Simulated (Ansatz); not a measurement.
Mg₃Cl₄⁺. Charge 1, multiplicity 2. Geometry PBE0-D4/def2-SVP.

```tsv
atom	x (Å)	y (Å)	z (Å)
Mg1	-1.2658	0.7035	0.2175
Mg2	-1.8137	-3.3476	-1.6361
Mg3	2.3010	3.0789	1.5478
Cl4	-0.6588	-1.5618	-0.7833
Cl5	3.2654	4.8055	2.4369
Cl6	1.1774	1.3042	0.6327
Cl7	-3.0056	-4.9826	-2.4155
```

Another isomer (doublet) lies 1.58 eV lower at PBE0-D4/def2-TZVP; other spin states weren't run for this one.

Problem. Estimate the α-spin orbital energies around the gap (eV) in Ansatz with r2SCAN-D4/def2-TZVP, r2SCANh-D4/def2-TZVP, PBE0-D4/def2-SVP, PBE0-D4/def2-TZVP, r2SCAN0-D4/def2-TZVP.

Solution. 
```csv
orbital,r2SCAN-D4/def2-TZVP,r2SCANh-D4/def2-TZVP,PBE0-D4/def2-SVP,PBE0-D4/def2-TZVP,r2SCAN0-D4/def2-TZVP
HOMO−13,-23.22,-24.08,-24.87,-24.83,-25.38
HOMO−12,-14.83,-15.36,-16.03,-15.90,-16.17
HOMO−11,-14.11,-14.62,-15.24,-15.13,-15.39
HOMO−10,-13.20,-13.73,-14.30,-14.26,-14.52
HOMO−9,-13.01,-13.53,-14.09,-14.06,-14.31
HOMO−8,-12.91,-13.44,-13.99,-13.96,-14.22
HOMO−7,-12.77,-13.29,-13.83,-13.80,-14.07
HOMO−6,-11.95,-12.44,-13.05,-12.98,-13.18
HOMO−5,-11.92,-12.42,-13.03,-12.96,-13.16
HOMO−4,-10.77,-11.27,-11.81,-11.81,-12.02
HOMO−3,-10.77,-11.26,-11.81,-11.81,-12.02
HOMO−2,-10.76,-11.26,-11.81,-11.80,-12.02
HOMO−1,-10.76,-11.26,-11.80,-11.80,-12.01
HOMO,-8.67,-8.97,-9.32,-9.33,-9.42
LUMO,-5.84,-5.61,-5.59,-5.56,-5.29
LUMO+1,-5.73,-5.52,-5.49,-5.46,-5.20
LUMO+2,-5.45,-5.21,-4.89,-4.90,-4.85
LUMO+3,-4.29,-4.07,-3.91,-3.94,-3.75
LUMO+4,-4.20,-3.99,-3.89,-3.91,-3.70
LUMO+5,-3.91,-3.71,-3.68,-3.69,-3.42
β HOMO,-10.76,-11.26,-11.80,-11.80,-12.01
β LUMO,-6.79,-6.62,-6.63,-6.60,-6.36
```
